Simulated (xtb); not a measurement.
Br₂Ge, triplet, geometry from GFN2-xTB (the spin is typed, not shown lowest); GFN1-xTB run with xtb 6.7.1.

Input for xtb:
```
$ xtb mol.xyz --gfn 1 --uhf 2 --opt --json

# file mol.xyz
3

Ge     0.01662620     0.00626078     1.00353305
Br     1.08727208    -1.65040649    -0.46661885
Br    -1.10247318     1.64468236    -0.45089707
```

Question: What does xtb print? Leave out banner, timings and long lists.

Answer: 
```
   ID    Z sym.   atoms
    1   32 Ge     1
    2   35 Br     2, 3

           -------------------------------------------------
          |                Calculation Setup                |
           -------------------------------------------------

           -------------------------------------------------
          |                 G F N 1 - x T B                 |
           -------------------------------------------------

          ...................................................
          :                      SETUP                      :
          :.................................................:
          :  # basis functions                  30          :
          :  # atomic orbitals                  27          :
          :  # shells                            9          :
          :  # electrons                        18          :
          :  # halogen bonds                     0          :
          :  max. iterations                   250          :
          :  Hamiltonian                  GFN1-xTB          :
          :  restarted?                      false          :
          :  GBSA solvation                  false          :
          :  PC potential                    false          :
          :  electronic temp.          300.0000000     K    :
          :  accuracy                    1.0000000          :
          :  -> integral cutoff          0.2500000E+02      :
          :  -> integral neglect         0.1000000E-07      :
          :  -> SCF convergence          0.1000000E-05 Eh   :
          :  -> wf. convergence          0.2000000E-04 e    :
          :  Broyden damping             0.4000000          :
          :  net charge                          0          :
          :  unpaired electrons                  2          :
          ...................................................

 iter      E             dE          RMSdq      gap      omega  full diag
   1     -8.9015761 -0.890158E+01  0.922E+00    2.27       0.0  T
   2     -7.8135671  0.108801E+01  0.117E+01    0.93       1.0  T
   3     -9.3648731 -0.155131E+01  0.271E+00    1.72       1.0  T
   4     -9.4095670 -0.446938E-01  0.520E-01    1.91       1.0  T
   5     -9.4095944 -0.274075E-04  0.212E-01    1.91       1.0  T
   6     -9.4098679 -0.273551E-03  0.133E-01    1.93       1.0  T
   7     -9.4099052 -0.372734E-04  0.161E-02    1.91       3.6  T
   8     -9.4099055 -0.320119E-06  0.520E-03    1.92      11.1  T
   9     -9.4099057 -0.210799E-06  0.136E-03    1.91      42.4  T
  10     -9.4099057 -0.140189E-07  0.350E-04    1.91     165.0  T
  11     -9.4099057 -0.460295E-09  0.244E-04    1.91     236.6  T
  12     -9.4099057 -0.437007E-09  0.452E-06    1.91   12777.9  T
  13     -9.4099057 -0.149214E-12  0.413E-09    1.91  100000.0  T

   *** convergence criteria satisfied after 13 iterations ***

 transition dipole moment (au) for excitation:           9          10
     X       Y       Z
  -0.4185  -0.2781   0.0087  total (au/Debye):    0.503   1.277
 dE (eV)             :    2.731
 oscillator strength :  0.23897E-01

         :::::::::::::::::::::::::::::::::::::::::::::::::::::
         ::                     SUMMARY                     ::
         :::::::::::::::::::::::::::::::::::::::::::::::::::::
         :: total energy              -9.405391711887 Eh    ::
         :: gradient norm              0.048663448676 Eh/a0 ::
         :: HOMO-LUMO gap              1.914785914508 eV    ::
         ::.................................................::
         :: SCC energy                -9.409905731427 Eh    ::
         :: -> electrostatic           0.004238380354 Eh    ::
         :: repulsion energy           0.005738124352 Eh    ::
         :: dispersion energy         -0.001224104813 Eh    ::
         :: halogen bond corr.         0.000000000000 Eh    ::
         :: add. restraining           0.000000000000 Eh    ::
         :: total charge               0.000000000000 e     ::
[...]
 * total energy  :    -9.4053917 Eh     change       -0.1776357E-14 Eh
 * total energy  :    -9.3984722 Eh     change        0.6919483E-02 Eh
 * total energy  :    -9.4128156 Eh     change       -0.1434342E-01 Eh
 * total energy  :    -9.4131089 Eh     change       -0.2932458E-03 Eh
 * total energy  :    -9.4132299 Eh     change       -0.1209629E-03 Eh
 * total energy  :    -9.4132388 Eh     change       -0.8996597E-05 Eh
 * total energy  :    -9.4132389 Eh     change       -0.1913810E-07 Eh
   *** GEOMETRY OPTIMIZATION CONVERGED AFTER 7 ITERATIONS ***
         :: total energy              -9.413238868944 Eh    ::
[...]
         :: SCC energy                -9.427743267481 Eh    ::
         :: -> electrostatic           0.003486396256 Eh    ::
         :: repulsion energy           0.015736532351 Eh    ::
         :: dispersion energy         -0.001232133815 Eh    ::
         :: halogen bond corr.         0.000000000000 Eh    ::
         :: add. restraining           0.000000000000 Eh    ::
         :: total charge               0.000000000000 e     ::
         :::::::::::::::::::::::::::::::::::::::::::::::::::::

           -------------------------------------------------
          |                Property Printout                |
           -------------------------------------------------

    * Orbital Energies and Occupations

         #    Occupation            Energy/Eh            Energy/eV
      -------------------------------------------------------------
         1        2.0000           -0.7053973             -19.1948
         2        2.0000           -0.7044365             -19.1687
         3        2.0000           -0.5438709             -14.7995
         4        2.0000           -0.4693119             -12.7706
         5        2.0000           -0.4575374             -12.4502
         6        2.0000           -0.4533725             -12.3369
         7        2.0000           -0.4483550             -12.2004
         8        2.0000           -0.4386760             -11.9370
         9        1.0000           -0.3829366             -10.4202
        10        1.0000           -0.2877428              -7.8299 (HOMO)
        11                         -0.2090160              -5.6876 (LUMO)
        12                         -0.1777839              -4.8377
        13                         -0.1248633              -3.3977
        14                         -0.1246773              -3.3926
        15                         -0.1063595              -2.8942
        16                         -0.0934504              -2.5429
        17                         -0.0859959              -2.3401
        18                         -0.0764669              -2.0808
        19                         -0.0761862              -2.0731
        20                         -0.0618501              -1.6830
        21                         -0.0390777              -1.0634
       ...                                ...                  ...
        27                          0.2480319               6.7493
      -------------------------------------------------------------
                  HL-Gap            0.0787268 Eh            2.1423 eV
             Fermi-level           -0.3295928 Eh           -8.9687 eV

  Mulliken/CM5 charges         n(s)   n(p)   n(d)
     1Ge    0.14648  0.09151   1.526  1.849  0.478
     2Br   -0.07324 -0.04575   1.963  5.056  0.054
     3Br   -0.07324 -0.04576   1.963  5.056  0.054

Wiberg/Mayer (AO) data.
largest (>0.10) Wiberg bond orders for each atom

 ---------------------------------------------------------------------------
     #   Z sym  total        # sym  WBO       # sym  WBO       # sym  WBO
 ---------------------------------------------------------------------------
     1  32 Ge   2.852 --     2 Br   1.426     3 Br   1.426
     2  35 Br   1.546 --     1 Ge   1.426     3 Br   0.120
     3  35 Br   1.546 --     1 Ge   1.426     2 Br   0.120
 ---------------------------------------------------------------------------

Topologies differ in total number of bonds
Writing topology from bond orders to xtbtopo.mol

 dipole moment from electron density (au)
     X       Y       Z
   0.0158   0.0059   0.9504  total (Debye):    2.416

optimized geometry written to: xtbopt.xyz

           -------------------------------------------------
          | TOTAL ENERGY               -9.413238868944 Eh   |
          | GRADIENT NORM               0.000035747933 Eh/α |
          | HOMO-LUMO GAP               2.142264576852 eV   |
           -------------------------------------------------

normal termination of xtb
```
